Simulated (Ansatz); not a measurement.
The cluster TaTe2⁻. Charge -1, multiplicity 1. Geometry r2SCAN-D4/def2-TZVPD; atoms count from 1.

```xyz
3

Ta    0.219    0.075   -0.824
Te   -2.213    0.162   -0.129
Te    1.995   -0.237    0.952
```

In the def2 sets Ta, Te take a core potential; there is no spin–orbit coupling. The restricted singlet is unstable: a solution with broken spin symmetry lies lower. The geometry of the singlet was relaxed on an unsound state (restricted singlet, unstable towards broken spin symmetry). At PBE0-D4/def2-TZVPD a triplet of charge -1 lies 0.43 eV below the restricted singlet, each at its own geometry. The structure comes from a short search, and lower isomers may exist.

Estimate the Mulliken populations from the PBE0/def2-TZVPD orbitals of Ansatz.


```json
{"atom": "Ta1", "charge (e)": "0.03", "d electrons": "3.12"}
{"atom": "Te2", "charge (e)": "-0.52", "d electrons": "–"}
{"atom": "Te3", "charge (e)": "-0.52", "d electrons": "–"}
```
Mulliken values and Mayer orders depend strongly on the basis. With diffuse functions, as here, like atoms can get unlike values, and bond orders can come out too low or too high.

And the Mayer bond orders between bonded heavy atoms (over 0.3)?

Ta1–Te2 2.33 (2.53 Å); Ta1–Te3 2.33 (2.53 Å).
